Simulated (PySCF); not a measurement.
# `O=S1(=O)CCc2ccccc21`: 4 charge schemes on one density

C₈H₈O₂S.
Structure used (GFN2-xTB), in Å, numbered top down from 1:
```
atom  x, y, z in Å
O1    -1.6825    1.5622   -2.0690
S2    -1.4949    1.2483   -0.6796
O3    -1.8500    2.2556    0.2821
C4    -2.2880   -0.3446   -0.2476
C5    -1.3314   -0.9505    0.7649
C6     0.0652   -0.5100    0.4141
C7     1.2313   -1.1503    0.8041
C8     2.4557   -0.6232    0.4213
C9     2.5263    0.5353   -0.3372
C10    1.3635    1.1865   -0.7239
C11    0.1570    0.6453   -0.3411
H12   -2.3354   -0.9149   -1.1708
H13   -3.2834   -0.1633    0.1420
H14   -1.4003   -2.0398    0.7912
H15   -1.5682   -0.5745    1.7645
H16    1.1857   -2.0504    1.3993
H17    3.3654   -1.1233    0.7187
H18    3.4870    0.9315   -0.6281
H19    1.3874    2.0896   -1.3125
```

Density: PBE0/pcSseg-1 (PySCF); schemes: Mulliken, IAO, Hirshfeld and ESP-fitted. The structure is a single GFN2-xTB conformer in the gas phase; no vibrational or solvent corrections.

Question: For which atoms does the sign change between the 4 schemes (beyond +0.03 e in one, beyond −0.03 e in another)?

Answer: C6.

Question: At which atom do the 4 schemes differ most?

Answer: At S2: from +0.510 (Hirshfeld) to +1.988 e (IAO), 1.478 e apart.

Question: Do the Mulliken, IAO, Hirshfeld and ESP-fitted schemes agree on where the charge is lowest?

Answer: All schemes pick atoms of one kind: Mulliken O1 (-0.527); IAO O3 (-0.885); Hirshfeld O3 (-0.327); ESP-fitted O1 (-0.540).

Question: What partial charge does each atom carry?

Answer: In e:

```tsv
atom	environment	Mulliken	IAO	Hirshfeld	ESP-fitted
O1	sulfonyl oxygen	-0.527	-0.882	-0.326	-0.540
S2	sulfonyl sulfur	+1.081	+1.988	+0.510	+1.030
O3	sulfonyl oxygen	-0.522	-0.885	-0.327	-0.522
C4	sp3 carbon bound to sulfur	-0.296	-0.465	-0.073	-0.364
C5	benzylic-type carbon	-0.090	-0.275	-0.066	-0.119
C6	substituted aromatic carbon	-0.194	+0.011	+0.005	+0.165
C7	aromatic CH carbon	-0.042	-0.156	-0.045	-0.272
C8	aromatic CH carbon	-0.054	-0.136	-0.035	-0.043
C9	aromatic CH carbon	-0.072	-0.147	-0.039	-0.211
C10	aromatic CH carbon	+0.030	-0.132	-0.033	-0.107
C11	substituted aromatic carbon	-0.337	-0.249	-0.035	-0.169
H12	methylene hydrogen	+0.173	+0.174	+0.056	+0.148
H13	methylene hydrogen	+0.168	+0.178	+0.065	+0.173
H14	methylene hydrogen	+0.147	+0.158	+0.055	+0.102
H15	methylene hydrogen	+0.169	+0.166	+0.052	+0.090
H16	aromatic hydrogen	+0.072	+0.156	+0.056	+0.158
H17	aromatic hydrogen	+0.100	+0.161	+0.057	+0.136
H18	aromatic hydrogen	+0.103	+0.163	+0.058	+0.164
H19	aromatic hydrogen	+0.094	+0.174	+0.064	+0.181
```

Mean size of the charges over all atoms: IAO 0.350 e, ESP-fitted 0.247 e, Mulliken 0.225 e, Hirshfeld 0.103 e. Each set sums to the total charge, 0, to within 0.001 e. The Hirshfeld scheme weights the molecular density at each point by an atom's share of the summed free-atom densities. The Mulliken scheme gives each basis function's population to the atom it is centred on and halves the overlap population of two atoms between them.

Question: Sum the charges by element, for elements with more than one atom.

Answer: 
```tsv
element	atoms	Mulliken	IAO	Hirshfeld	ESP-fitted
O	2	-1.049	-1.767	-0.653	-1.062
C	8	-1.056	-1.550	-0.321	-1.121
H	8	+1.024	+1.329	+0.463	+1.153
```

Question: How closely do the schemes follow one another over all atoms?

Answer: Correlation coefficient and root-mean-square difference: IAO with Hirshfeld 0.98, 0.409 e; Mulliken with IAO 0.97, 0.258 e; IAO with ESP-fitted 0.97, 0.258 e; Hirshfeld with ESP-fitted 0.96, 0.183 e; Mulliken with Hirshfeld 0.95, 0.184 e; Mulliken with ESP-fitted 0.93, 0.122 e.

Question: How many electrons does the IAO scheme count on C7?

Answer: Z − q = 6 − (-0.156) = 6.156.
